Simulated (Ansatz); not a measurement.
`OB[TeH]`, relaxed with RKS PBE0-D4/def2-TZVP in Ansatz 0.2.0 from a PBE-D4/def2-SVP geometry. The force threshold is 0.005 eV/Å; the program also tests the step.

Total charge 0; spin multiplicity 1. Te: def2 effective core potential.

Start:

```xyz
6

O    -0.272    0.816    1.380
B     0.075   -0.111    0.453
Te   -0.173    0.163   -1.706
H    -0.650    1.643    1.030
H     0.550   -1.154    0.853
H     0.470   -1.356   -2.011
```

(1) How much energy does the relaxation release, and in how many steps? (Best estimate.)

(2) Which bonds change most? (Estimate.)

(3) Give the relaxed structure. (Estimate.)

Results:

(1) Ansatz gave: 1.97 kJ/mol, in 6 steps, 1 of them rejected.

(2) Computed: Te3–H6 from 1.677 to 1.653 Å; B2–H5 from 1.214 to 1.193 Å; B2–Te3 from 2.190 to 2.170 Å; O1–H4 from 0.974 to 0.960 Å.

(3) Ansatz gave: 
```xyz
6

O    -0.272    0.814    1.365
B     0.078   -0.117    0.456
Te   -0.167    0.155   -1.683
H    -0.645    1.628    1.019
H     0.545   -1.141    0.850
H     0.462   -1.339   -2.007
```
